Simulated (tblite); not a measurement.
A geometry optimisation, step by step.

C7H12OSi.
SMILES with atom numbers: `[CH3:1][CH2:2][C:3]1=[CH:4][SiH2:5][CH:6]=[CH:7][O:8][CH2:9]1` (hydrogens: H10, H11, H12 on C1; H13, H14 on C2; H15 on C4; H16, H17 on Si5; H18 on C6; H19 on C7; H20, H21 on C9)

Computed with GFN2-xTB (tblite), gas phase: L-BFGS steps from a force-field or distance-geometry start until the largest atomic force falls under 0.01 eV/Å. 4 of its 86 geometries are shown.

Step 0: E = -730.3635 eV, largest atomic force 1.333 eV/Å
```
atom  x, y, z in Å  |  force x, y, z in eV/Å
C1      2.602    0.423    0.779   -0.432   0.463   0.318
C2      2.021   -0.593   -0.202    0.324  -0.570   0.629
C3      0.540   -0.468   -0.357   -0.630  -0.679  -0.010
C4     -0.313   -1.401    0.099    0.931   0.309  -0.004
Si5    -2.153   -1.279    0.060   -0.452  -0.670  -0.553
C6     -2.573    0.481    0.351    0.342   1.287   0.051
C7     -1.804    1.581    0.223   -0.081  -0.407   0.252
O8     -0.522    1.750   -0.228   -0.701  -0.508  -0.381
C9      0.043    0.761   -1.102    0.136   0.048   0.515
H10     2.123    0.333    1.772    0.188  -0.012  -0.504
H11     2.435    1.448    0.422    0.028  -0.277   0.113
H12     3.667    0.271    0.902    0.125  -0.030  -0.015
H13     2.509   -0.491   -1.159    0.167   0.208  -0.479
H14     2.287   -1.602    0.167   -0.285   0.275  -0.085
H15     0.050   -2.280    0.624    0.387   0.232  -0.142
H16    -2.651   -1.698   -1.266   -0.033  -0.095   0.042
H17    -2.752   -2.132    1.105    0.077   0.091  -0.079
H18    -3.568    0.597    0.760    0.065   0.483  -0.049
H19    -2.171    2.550    0.561    0.076  -0.083  -0.061
H20    -0.656    0.512   -1.905   -0.360  -0.232   0.205
H21     0.879    1.253   -1.605    0.129   0.168   0.237
```

Step 28: E = -730.5576 eV, largest atomic force 0.034 eV/Å
```
atom  x, y, z in Å  |  force x, y, z in eV/Å
C1      2.574    0.450    0.780   -0.006  -0.004  -0.001
C2      2.047   -0.600   -0.199   -0.020  -0.010  -0.010
C3      0.553   -0.520   -0.346   -0.016  -0.002   0.009
C4     -0.284   -1.442    0.117   -0.004   0.009   0.011
Si5    -2.153   -1.263   -0.011    0.019   0.000   0.017
C6     -2.572    0.533    0.321    0.011  -0.003   0.015
C7     -1.761    1.590    0.270   -0.004  -0.005  -0.011
O8     -0.505    1.706   -0.208    0.000  -0.010  -0.023
C9      0.010    0.696   -1.060    0.016  -0.019  -0.012
H10     2.112    0.318    1.756   -0.011   0.001   0.013
H11     2.352    1.454    0.429   -0.034  -0.001   0.001
H12     3.651    0.352    0.891    0.018   0.007  -0.002
H13     2.515   -0.444   -1.176    0.003  -0.011  -0.003
H14     2.321   -1.597    0.153    0.008   0.015   0.005
H15     0.130   -2.305    0.624    0.001   0.019  -0.005
H16    -2.608   -1.718   -1.337   -0.018  -0.001   0.003
H17    -2.772   -2.078    1.044    0.001   0.000  -0.034
H18    -3.561    0.739    0.706    0.008  -0.009   0.005
H19    -2.083    2.565    0.626    0.018   0.009   0.018
H20    -0.779    0.385   -1.759    0.005   0.008   0.002
H21     0.806    1.194   -1.622    0.005   0.005   0.002
```

Step 57: E = -730.5656 eV, largest atomic force 0.026 eV/Å
```
atom  x, y, z in Å  |  force x, y, z in eV/Å
C1      2.510    0.480    0.789    0.000   0.002   0.002
C2      2.040   -0.602   -0.183   -0.005   0.001  -0.004
C3      0.550   -0.547   -0.365   -0.009  -0.001  -0.009
C4     -0.292   -1.457    0.112   -0.008   0.000   0.006
Si5    -2.157   -1.255   -0.036    0.003  -0.015  -0.010
C6     -2.520    0.540    0.368    0.000  -0.014  -0.003
C7     -1.694    1.583    0.285    0.006  -0.012   0.009
O8     -0.469    1.689   -0.266    0.000   0.016  -0.004
C9      0.017    0.654   -1.108   -0.002   0.015   0.005
H10     2.102    0.295    1.780   -0.002   0.003   0.005
H11     2.175    1.461    0.461    0.002   0.008  -0.003
H12     3.596    0.486    0.853    0.008  -0.001   0.015
H13     2.527   -0.452   -1.151    0.007  -0.005  -0.004
H14     2.329   -1.585    0.194    0.001   0.002  -0.002
H15     0.115   -2.303    0.651   -0.001  -0.005  -0.008
H16    -2.611   -1.652   -1.383   -0.005   0.010   0.023
H17    -2.807   -2.102    0.972    0.001   0.006  -0.012
H18    -3.479    0.752    0.820    0.001   0.009   0.005
H19    -1.969    2.556    0.686    0.000  -0.008  -0.012
H20    -0.784    0.345   -1.793    0.002  -0.007   0.012
H21     0.814    1.131   -1.686    0.001  -0.006  -0.013
```

Step 85: E = -730.5668 eV, largest atomic force 0.008 eV/Å
```
atom  x, y, z in Å  |  force x, y, z in eV/Å
C1      2.493    0.489    0.798   -0.003   0.002   0.000
C2      2.039   -0.596   -0.180    0.005  -0.001  -0.003
C3      0.550   -0.550   -0.377    0.001  -0.001   0.003
C4     -0.290   -1.464    0.096    0.000  -0.003  -0.001
Si5    -2.155   -1.256   -0.039   -0.004   0.005   0.002
C6     -2.501    0.537    0.385    0.001  -0.002   0.002
C7     -1.675    1.579    0.289   -0.003  -0.001  -0.004
O8     -0.461    1.688   -0.288   -0.002   0.000   0.004
C9      0.013    0.645   -1.125    0.001   0.002   0.000
H10     2.051    0.319    1.777   -0.001  -0.005   0.002
H11     2.183    1.472    0.452    0.000   0.001  -0.007
H12     3.576    0.479    0.899   -0.004   0.000   0.003
H13     2.537   -0.444   -1.142    0.004   0.002  -0.006
H14     2.329   -1.576    0.201   -0.001  -0.002   0.004
H15     0.118   -2.309    0.634    0.001  -0.003   0.002
H16    -2.636   -1.630   -1.382    0.004  -0.006   0.002
H17    -2.797   -2.114    0.965   -0.005   0.006  -0.003
H18    -3.449    0.753    0.857    0.007  -0.001   0.003
H19    -1.942    2.551    0.695    0.001  -0.001  -0.003
H20    -0.797    0.330   -1.796   -0.002   0.002   0.000
H21     0.804    1.112   -1.719    0.001   0.007  -0.001
```

Q: Summarise the path.

A: The energy falls by 4.69 kcal/mol from step 0 to step 85; nine tenths of that is first reached at step 16. It falls at every step. The largest force goes from 1.333 to 0.008 eV/Å. Among the bonds Si5–C6 changes most, from 1.833 to 1.875 Å; the atoms move by 0.153 Å rms after alignment.

Q: Follow the three bonds and two angles with the largest change from start to end.

A: 
```csv
step,E above end (kcal/mol),largest force (eV/Å),Si5–C6 (Å),C4–Si5 (Å),C7–O8 (Å),Si5–C4–H15 (°),Si5–C6–H18 (°)
0,4.69,1.333,1.833,1.844,1.369,113.3,111.9
4,1.26,0.341,1.865,1.873,1.348,116.6,114.3
7,0.78,0.148,1.869,1.879,1.350,118.1,116.6
11,0.62,0.086,1.872,1.879,1.347,118.8,116.8
15,0.48,0.095,1.872,1.879,1.350,119.0,116.8
18,0.39,0.085,1.875,1.880,1.350,118.5,116.3
22,0.29,0.056,1.872,1.880,1.348,118.6,116.6
26,0.22,0.056,1.876,1.880,1.349,118.9,116.7
30,0.20,0.038,1.873,1.881,1.349,119.4,116.7
33,0.18,0.046,1.874,1.879,1.349,119.6,116.6
37,0.15,0.049,1.874,1.882,1.349,119.7,116.3
41,0.11,0.049,1.876,1.881,1.349,119.7,116.3
44,0.08,0.045,1.875,1.881,1.349,119.5,116.6
48,0.05,0.039,1.874,1.882,1.348,119.3,117.1
52,0.04,0.027,1.875,1.880,1.348,119.6,117.0
55,0.03,0.034,1.875,1.882,1.348,119.8,116.8
59,0.02,0.025,1.875,1.880,1.349,119.7,116.7
63,0.02,0.014,1.874,1.881,1.348,119.8,116.8
67,0.01,0.012,1.875,1.882,1.349,119.8,116.8
70,0.01,0.014,1.875,1.882,1.349,119.7,116.8
74,0.01,0.012,1.875,1.882,1.348,119.7,116.8
78,0.01,0.013,1.875,1.882,1.348,119.6,116.8
81,0.00,0.013,1.875,1.882,1.348,119.7,116.9
85,0.00,0.008,1.875,1.881,1.348,119.7,116.8
```

What follows is the cost of the whole relaxation. Hardware: one thread, Intel Xeon 6975P-C (x86_64), shared host. Cost: 0.59 s wall.
